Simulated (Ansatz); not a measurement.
Steps of a relaxation of `C[S][Al]([F])[SiH3]` with RKS PBE0-D4/def2-TZVP.

```sh
$ ansatz run in.yaml --threads 4 --pin off --events-out ev --progress --plain --max-ram 10444MiB
```

```yaml
crystal:
  periodic: [false, false, false]
  atoms:
    - {symbol: C, position_ang: [-1.401106, 1.539031, -0.388098]}
    - {symbol: S, position_ang: [-1.191126, 0.432707, -1.848753]}
    - {symbol: Al, position_ang: [0.287405, -1.002160, -1.113001]}
    - {symbol: F, position_ang: [0.745183, -2.173563, -2.232336]}
    - {symbol: Si, position_ang: [1.316895, -1.034149, 1.109458]}
    - {symbol: H, position_ang: [-0.761933, 1.243213, 0.466479]}
    - {symbol: H, position_ang: [-1.140610, 2.571550, -0.688203]}
    - {symbol: H, position_ang: [-2.459865, 1.508786, -0.068298]}
    - {symbol: H, position_ang: [0.612070, -0.131552, 2.088982]}
    - {symbol: H, position_ang: [2.751784, -0.579891, 1.021478]}
    - {symbol: H, position_ang: [1.306704, -2.430871, 1.672892]}
basis:
  gaussian: {orbitals: def2-TZVP}
hamiltonian: {xc: pbe0, dispersion: d4}
relax: {f_tol: 0.005, max_steps: 150}
```

Positions (Å) and forces (eV/Å) along the path, 11 of 11 steps:

```xyz
11
step=1 energy=-29153.1766 eV
C    -1.401    1.539   -0.388   -0.041    0.153    0.166
S    -1.191    0.433   -1.849    0.166    0.052    0.465
Al    0.287   -1.002   -1.113    0.013   -0.350   -0.645
F     0.745   -2.174   -2.232   -0.221    0.585    0.593
Si    1.317   -1.034    1.109    0.158   -0.022    0.260
H    -0.762    1.243    0.466   -0.319    0.121   -0.462
H    -1.141    2.572   -0.688   -0.125   -0.546    0.132
H    -2.460    1.509   -0.068    0.546   -0.008   -0.188
H     0.612   -0.132    2.089    0.133   -0.182   -0.211
H     2.752   -0.580    1.021   -0.302   -0.090    0.011
H     1.307   -2.431    1.673   -0.008    0.286   -0.120
11
step=2 energy=-29153.2156 eV
C    -1.393    1.528   -0.383    0.000    0.009   -0.019
S    -1.188    0.442   -1.844    0.041    0.052    0.181
Al    0.281   -0.977   -1.112    0.098   -0.386   -0.380
F     0.742   -2.170   -2.187   -0.154    0.394    0.319
Si    1.314   -1.026    1.100    0.029    0.028    0.081
H    -0.767    1.215    0.459   -0.100    0.049   -0.129
H    -1.122    2.548   -0.669   -0.041   -0.155    0.049
H    -2.442    1.502   -0.075    0.158    0.003   -0.047
H     0.608   -0.131    2.065    0.047   -0.043   -0.028
H     2.734   -0.574    1.011   -0.072   -0.022    0.011
H     1.298   -2.412    1.655   -0.004    0.071   -0.037
11
step=3 energy=-29153.2214 eV
C    -1.385    1.521   -0.381    0.010   -0.090   -0.096
S    -1.189    0.422   -1.824   -0.058    0.055   -0.001
Al    0.268   -1.002   -1.106    0.122   -0.088   -0.168
F     0.743   -2.135   -2.220   -0.058    0.096    0.162
Si    1.306   -1.016    1.105   -0.022   -0.028   -0.029
H    -0.762    1.215    0.456    0.044   -0.016    0.069
H    -1.112    2.530   -0.678    0.019    0.079   -0.016
H    -2.426    1.501   -0.073   -0.083    0.011    0.034
H     0.614   -0.126    2.075   -0.035    0.025    0.016
H     2.721   -0.569    1.015    0.047    0.008   -0.014
H     1.286   -2.397    1.651    0.013   -0.052    0.044
11
step=4 energy=-29153.2209 eV rejected
C    -1.384    1.519   -0.380    0.025   -0.033    0.041
S    -1.193    0.430   -1.825   -0.066    0.010   -0.108
Al    0.269   -1.002   -1.131    0.158    0.013    0.217
F     0.748   -2.155   -2.211   -0.035    0.011    0.000
Si    1.306   -1.013    1.107   -0.086   -0.018   -0.220
H    -0.761    1.207    0.458    0.012   -0.008    0.020
H    -1.108    2.531   -0.666    0.020    0.049   -0.027
H    -2.425    1.504   -0.068   -0.048   -0.007    0.008
H     0.607   -0.120    2.070   -0.021    0.013    0.021
H     2.721   -0.563    1.017    0.026   -0.002    0.003
H     1.284   -2.396    1.650    0.016   -0.029    0.046
11
step=5 energy=-29153.2240 eV
C    -1.385    1.520   -0.382    0.003   -0.022   -0.024
S    -1.191    0.426   -1.827   -0.023    0.016   -0.007
Al    0.275   -0.996   -1.114    0.057   -0.031   -0.045
F     0.741   -2.141   -2.212   -0.023    0.036    0.067
Si    1.306   -1.018    1.105   -0.015   -0.012   -0.033
H    -0.762    1.213    0.457    0.004   -0.002    0.014
H    -1.112    2.532   -0.676    0.003    0.021    0.002
H    -2.428    1.502   -0.072   -0.019    0.006    0.011
H     0.611   -0.126    2.073   -0.012    0.006    0.000
H     2.723   -0.570    1.014    0.016    0.000   -0.002
H     1.289   -2.400    1.655    0.008   -0.016    0.018
11
step=6 energy=-29153.2243 eV
C    -1.396    1.530   -0.385    0.009   -0.026   -0.016
S    -1.186    0.427   -1.821   -0.024    0.019   -0.015
Al    0.283   -0.994   -1.110    0.011    0.013    0.005
F     0.742   -2.147   -2.198   -0.005   -0.007   -0.005
Si    1.317   -1.028    1.103   -0.008    0.007   -0.001
H    -0.782    1.229    0.463    0.017   -0.015    0.016
H    -1.120    2.540   -0.681    0.003    0.015   -0.005
H    -2.442    1.513   -0.086   -0.016    0.001    0.002
H     0.619   -0.137    2.070   -0.004    0.005    0.006
H     2.734   -0.580    1.014    0.010   -0.002    0.002
H     1.298   -2.411    1.653    0.006   -0.010    0.011
11
step=7 energy=-29153.2247 eV
C    -1.391    1.523   -0.384    0.003    0.003   -0.003
S    -1.189    0.430   -1.828   -0.002    0.000   -0.002
Al    0.282   -0.989   -1.114    0.001   -0.003    0.000
F     0.736   -2.147   -2.200    0.002   -0.002    0.002
Si    1.313   -1.023    1.103   -0.002    0.004   -0.005
H    -0.776    1.213    0.461   -0.001   -0.002    0.000
H    -1.111    2.535   -0.673   -0.001    0.001    0.005
H    -2.437    1.510   -0.083    0.000    0.001    0.001
H     0.614   -0.130    2.069   -0.001    0.000   -0.001
H     2.730   -0.574    1.014    0.002   -0.001    0.001
H     1.296   -2.404    1.655    0.001   -0.001    0.002
11
step=8 energy=-29153.2247 eV
C    -1.391    1.521   -0.382   -0.003    0.001   -0.004
S    -1.190    0.430   -1.828    0.000    0.001   -0.001
Al    0.282   -0.989   -1.116    0.000    0.000    0.000
F     0.737   -2.148   -2.199    0.000   -0.001   -0.001
Si    1.313   -1.020    1.101   -0.002    0.000   -0.002
H    -0.783    1.204    0.464   -0.001    0.000    0.003
H    -1.103    2.532   -0.666    0.001   -0.001    0.001
H    -2.439    1.514   -0.086    0.002    0.000    0.000
H     0.615   -0.125    2.065    0.001    0.001    0.001
H     2.732   -0.575    1.013    0.001    0.000    0.001
H     1.293   -2.401    1.656    0.001    0.000    0.001
11
step=9 energy=-29153.2248 eV
C    -1.392    1.519   -0.381   -0.003    0.001   -0.002
S    -1.190    0.431   -1.829    0.001    0.002    0.001
Al    0.282   -0.989   -1.117   -0.004    0.002    0.001
F     0.737   -2.149   -2.200    0.000    0.000   -0.002
Si    1.313   -1.018    1.099    0.002   -0.003    0.003
H    -0.793    1.193    0.469   -0.002    0.002    0.001
H    -1.093    2.529   -0.658    0.001   -0.005    0.000
H    -2.442    1.519   -0.093    0.005   -0.002   -0.001
H     0.619   -0.119    2.062   -0.001    0.001    0.000
H     2.733   -0.576    1.010    0.001    0.000    0.000
H     1.291   -2.397    1.658    0.000    0.001   -0.001
11
step=10 energy=-29153.2248 eV
C    -1.393    1.518   -0.380   -0.002    0.000   -0.001
S    -1.190    0.431   -1.829    0.001    0.001    0.002
Al    0.282   -0.989   -1.117   -0.002    0.001   -0.001
F     0.738   -2.149   -2.201    0.000    0.000   -0.001
Si    1.314   -1.017    1.099    0.001   -0.002    0.001
H    -0.800    1.187    0.472   -0.003    0.002   -0.001
H    -1.088    2.527   -0.655    0.000   -0.004    0.000
H    -2.444    1.523   -0.097    0.004   -0.001   -0.001
H     0.621   -0.116    2.060    0.000    0.000    0.001
H     2.734   -0.577    1.008    0.000    0.000    0.000
H     1.291   -2.395    1.660   -0.001    0.001   -0.001
11
step=11 energy=-29153.2248 eV
C    -1.394    1.518   -0.380    0.001    0.000    0.001
S    -1.190    0.430   -1.829    0.000    0.001    0.002
Al    0.283   -0.989   -1.117   -0.002    0.002    0.000
F     0.738   -2.148   -2.201    0.000    0.000    0.000
Si    1.315   -1.017    1.099    0.001   -0.001    0.001
H    -0.807    1.184    0.475   -0.002    0.001   -0.003
H    -1.083    2.525   -0.652   -0.001   -0.003    0.001
H    -2.447    1.527   -0.102    0.003    0.000   -0.001
H     0.624   -0.114    2.060    0.000    0.000    0.000
H     2.736   -0.579    1.007    0.000    0.000    0.000
H     1.290   -2.395    1.661    0.000    0.000    0.000
```

Hardware: 4 threads of an Arm Neoverse V1 on a shared host. Wall time 44 s, peak host memory 0.61 GiB.
